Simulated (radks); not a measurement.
Task: Neutral neodymium, configuration [Xe] 4f4 6s2 (the NIST ground configuration). All-electron calculation, scalar-relativistic Kohn-Sham, PBEsol, spin-polarised, spherical densities, finite nucleus; open shells are filled with parallel spins first (spin-orbit coupling, left out, can overturn this in heavy ions); Fermi nuclear charge, rms radius 4.9123 fm. Program: a radial shooting solver on a logarithmic mesh with Libxc functionals. Some entries of the table are withheld. Estimate them.

orbital  occ.  eigenvalue (eV)  <1/r> (bohr^-1)
1s up       1        -43378.08            66.02
1s down     1        -43378.08            66.02
2s up       1        -7016.132            15.25
2s down     1        -7016.116            15.25
2p up       3        -6273.340            14.38
2p down     3        -6273.329            14.38
3s up       1        -1521.954            5.558
3s down     1        -1520.879            5.561
3p up       3        -1287.651            5.253
3p down     3        -1286.581            5.256
3d up       5        -962.1335            4.985
3d down     5        -961.3025            4.988
4s up       1        -303.2582            2.327
4s down     1        -300.4089            2.327
4p up       3        -226.5228            2.143
4p down     3        -223.6531            2.144
4d up       5        -117.4324            1.872
4d down     5        -114.5410            1.872
5s up       1              (1)           0.9024
5s down     1              (2)           0.8908
5p up       3         -22.6001           0.7603
5p down     3         -21.1891           0.7463
6s up       1          -3.5906              (3)
6s down     1          -3.4018              (4)
4f up       4              (5)            1.253
4f down     0              (6)            1.192

Result: 
(1) 5s up eigenvalue (eV): -41.1329
(2) 5s down eigenvalue (eV): -39.2899
(3) 6s up <1/r> (bohr^-1): 0.2863
(4) 6s down <1/r> (bohr^-1): 0.2781
(5) 4f up eigenvalue (eV): -2.5864
(6) 4f down eigenvalue (eV): -0.1349
